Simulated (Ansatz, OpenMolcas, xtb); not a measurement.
**How methods differ on HBr (hydrogen bromide)**

HBr has 2 atoms, charge 0, and is taken as a singlet. SMILES: `Br`. The coordinates come from a PBE0-D4/def2-TZVP relaxation.

```xyz
2

Br   -0.6032    0.2180   -0.3050
H     0.6032   -0.2180    0.3050
```

Quantity: the atomisation enthalpy at 298 K, in kJ/mol. The values are calculated. The thermal term (zero-point and 298 K enthalpy, harmonic and unscaled) is that of PBE0-D4/def2-TZVP; the spin-orbit lowering of the free atoms at 298 K, 14.7 kJ/mol by their spectra, is taken off.

Measured value to compare with: Active Thermochemical Tables gives the atomisation enthalpy at 298 K of the gas as 366 kJ/mol.

```
          level                   kind     program  value (kJ/mol)  computed − measured
       GFN2-xTB         semi-empirical         xtb             358                   -8
     HF/cc-pVTZ           Hartree–Fock  OpenMolcas             245                 -121
  SVWN5/cc-pVTZ                    LDA  OpenMolcas             418                  +52
 revPBE/cc-pVTZ                    GGA  OpenMolcas             352                  -14
   TPSS/cc-pVTZ               meta-GGA  OpenMolcas             368                   +2
  B3LYP/cc-pVTZ          global hybrid  OpenMolcas             357                   -9
  BHLYP/cc-pVTZ          global hybrid  OpenMolcas             346                  -20
CCSD(T)/cc-pVTZ  coupled cluster or CI  OpenMolcas             360                   -6
     FCI/STO-3G     exact in the basis      Ansatz             354                  -12
```

Nearest: TPSS/cc-pVTZ (+2 kJ/mol); farthest: HF/cc-pVTZ (-121 kJ/mol). Computed less measured by kind, in kJ/mol (cc-pVTZ rows): semi-empirical -8; Hartree–Fock -121; LDA +52; GGA -14; meta-GGA +2; global hybrid -20 to -9; coupled cluster or CI -6. In a finite basis correlated wave-function methods underbind, so their errors here aren't those of the basis-set limit. All-electron rows without a relativistic Hamiltonian named are non-relativistic. The xTB rows lack spin polarisation, so open shells miss the exchange term that lowers them. High-level rows in very small sets aren't better than simpler rows in larger ones. In the correlated wave-function rows the outer d shell of Br is correlated, in sets not made for it.
